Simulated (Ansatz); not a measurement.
Abridged output of a molecular run in Ansatz:

```
Functional definition: HF
754 factors; integrals over basis functions are off by at most 9.5e-4 eV
mean field evaluation 1: about -23921.5942 eV, gradient 2.9e1 eV
mean field evaluation 2: about -23921.5956 eV, gradient 2.9e1 eV
mean field evaluation 4: about -23925.2963 eV, gradient 2.5e0 eV
mean field evaluation 8: about -23925.3715 eV, gradient 1.6e-1 eV
mean field -23925.37209213 eV, -879.2412071860 hartree, gradient 2.7e-6 eV, S^2 0.754869; 0 other end points of the search recorded, 0 dependent functions left out
12 core orbitals not correlated: weight in the atoms' cores, before any rotation towards them, 1.000 or more for the frozen orbitals, at most 0.000 for the correlated occupied ones
reference -23925.37209213 eV, -879.2412071860 hartree; 13, 12 occupied and 54, 55 virtual orbitals, 754 factors
second order -15.34511163 eV of doubles, -0.00000000 eV of singles
cycle   1  -15.80345391 eV  change   -4.6e-1 eV  update   8.3e-2
cycle   2  -16.13146698 eV  change   -3.3e-1 eV  update   2.5e-2
cycle   3  -16.22221334 eV  change   -9.1e-2 eV  update   1.5e-2
cycle   4  -16.21977123 eV  change    2.4e-3 eV  update   4.8e-3
cycle   5  -16.21730046 eV  change    2.5e-3 eV  update   2.3e-3
cycle   6  -16.21769846 eV  change   -4.0e-4 eV  update   9.5e-4
cycle   7  -16.21775631 eV  change   -5.8e-5 eV  update   3.5e-4
cycle   8  -16.21784370 eV  change   -8.7e-5 eV  update   1.5e-4
cycle   9  -16.21785580 eV  change   -1.2e-5 eV  update   6.1e-5
cycle  10  -16.21783002 eV  change    2.6e-5 eV  update   2.7e-5
perturbative correction -0.37274445 eV, -0.0136981057 hartree
Total energy: -23941.96266659 eV, -879.8508995520 hartree
Checks for a lower state left out: cluster_reference
```

Its atoms:

```xyz
7

N     0.1262   -1.0353    0.6175
Si    0.1296    0.6043    0.1609
O     0.2798    0.5846   -1.4756
Cl   -1.6703    1.4044    0.8130
H    -0.1960   -1.3123    1.5301
H     0.8197   -1.6639    0.2442
H     0.5110    1.4182   -1.8900
```

Q: Which basis set was used?
A. def2-QZVPP
B. def2-SVP
C. cc-pV(Q+d)Z
D. def2-SVPD

A: B. It gives 79 functions.

Q: Write the keys of the input that set method, charge and spin (a neutral closed shell needs none for the last two).

A: 
```yaml
magnetization: {spin_polarized: true, initial_magnetization: 1}
correlation: {method: ccsd_t}
scf: {omitted_lower_state_checks: [cluster_reference]}
```
